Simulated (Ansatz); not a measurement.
Born–Oppenheimer molecular dynamics of BCl$_{2}$F$_{2}$H (6 atoms, charge 0, multiplicity 1). It starts at the highest image of a converged band, a first-order saddle point between two minima.

Method: RKS r2SCAN/6-31G* (Ansatz).

```
ensemble                      : NVE (velocity Verlet)
time step                     : 0.5 fs
steps asked                   : 177
starting velocities drawn for : 300 K
seed                          : 6115
```

First frame:

```xyz
6
Properties=species:S:1:pos:R:3
B 0.095 -0.225 0.021
Cl 0.076 0.228 2.006
Cl 1.536 0.364 -0.808
F -1.106 -0.041 -0.499
F 0.255 -1.714 0.443
H 0.217 -1.276 1.517
```

Question: How far do the bonds stretch over the last three quarters of this one trajectory? (Pairs bonded in most of those frames.)

Answer: 
```json
{"bond": "B1–Cl3", "mean (Å)": "1.763", "spread (Å)": "0.038", "shortest": "1.69", "longest": "1.82"}
{"bond": "B1–F4", "mean (Å)": "1.324", "spread (Å)": "0.039", "shortest": "1.25", "longest": "1.41"}
{"bond": "B1–F5", "mean (Å)": "1.326", "spread (Å)": "0.028", "shortest": "1.27", "longest": "1.38"}
{"bond": "Cl2–H6", "mean (Å)": "1.293", "spread (Å)": "0.021", "shortest": "1.26", "longest": "1.33"}
```

Mean temperature of the second half: 2175 K. The conserved energy stayed within 0.075 meV per atom of its start (net change 0.023 meV per atom), so the integration is sound. The kinetic energy rose, since the run started high on the potential surface and went downhill. It ends in pieces (BClF2 + ClH), so much of that is their flight and rotation, not heat. A run of 0.088 ps of so small a system gives no equilibrium averages. The orbitals stay closed-shell, which can raise the energy where a bond breaks towards radicals; this wasn't checked here.

Time of the run: 7.7 min on 2 threads of Arm Neoverse V1, with other jobs on the host, peak memory 0.17 GiB.
